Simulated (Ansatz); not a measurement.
C4H3F3 can be A, `FC1C=CC1(F)F`, or B, `FCC#CC(F)F`.

Calculated with Ansatz (gas phase, PBE0-D4/def2-TZVP geometries, no zero-point term in ΔE). CCSD(T)/CBS adds triple-zeta CCSD(T) − MP2 to the extrapolated MP2 energy (def2 sets, frozen cores). DFT in def2-TZVPP. B3LYP here is the variant with VWN-RPA as its local correlation; programs differ in this.

(1) Which is lower in electronic energy at CCSD(T)/CBS, and by how much? (An estimate is asked.)

(2) Give E(B) − E(A) in kJ/mol with LDA (SPW92), BLYP-D4, B3LYP-D4, CCSD(T)/def2-SVP, PBE-D4, B2PLYP, r2SCAN-D4. (Best estimate.)

(3) Does the order hold for the free energy at 298.15 K (harmonic terms from PBE0-D4)? (Estimate.)

Largest T1 diagnostic: 0.012.

Answers

(1) Ansatz gave: A, by 60.2 kJ/mol.

(2) Ansatz gave: LDA (SPW92) 90.0, BLYP-D4 39.3, B3LYP-D4 48.2, CCSD(T)/def2-SVP 56.5, PBE-D4 66.3, B2PLYP 43.4, r2SCAN-D4 64.7. None reverses the order clearly.

(3) The calculation gave: Yes: G(B) − G(A) = +49.5 kJ/mol. Modes under 60 cm⁻¹, often nearly free rotors, make the harmonic entropy too high.

Leaving LDA and LC-ωPBE aside and taking each functional with its dispersion term where it has one, the values spread over 35.5 kJ/mol, from BLYP-D4 to PBE0-D4. LDA lies +27.4 kJ/mol from PBE without D4. The D4 term adds +6.2 kJ/mol with B3LYP and +3.0 kJ/mol with PBE0; it sums over pairs of atoms, weighted by their polarisabilities, and B3LYP, whose exchange is more repulsive, gets the larger term.
